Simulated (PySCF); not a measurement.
**A thermochemical cycle for HgB**

PBE in PySCF with def2-SVPD on every atom (core potentials on Hg), for the lowest determinant that a PBE0 search found; no spin–orbit coupling. HgB, a doublet (π ↑), has De = 0.51 eV to neutral atoms, and HgB⁺, a singlet (closed shell), has De = 1.89 eV to Hg + B⁺.

The adiabatic ionisation energy of HgB, between the minima, is 7.36 eV.

**Question.** Which ionisation energy of the B atom does this level give?

**Answer.** IE(B) = IE(molecule) + De(ion) − De(neutral) = 7.36 + 1.89 − 0.51 = 8.74 eV; the measured value is 8.298 eV (NIST ASD).

These are scalar-relativistic numbers at best; spin–orbit coupling would shift them, the dissociation energy most. For an ion De counts to the pair picked by the measured ionisation energies or electron affinities, which need not be the lowest pair at this level. States were picked by a PBE0 search and need not be the measured ground states.
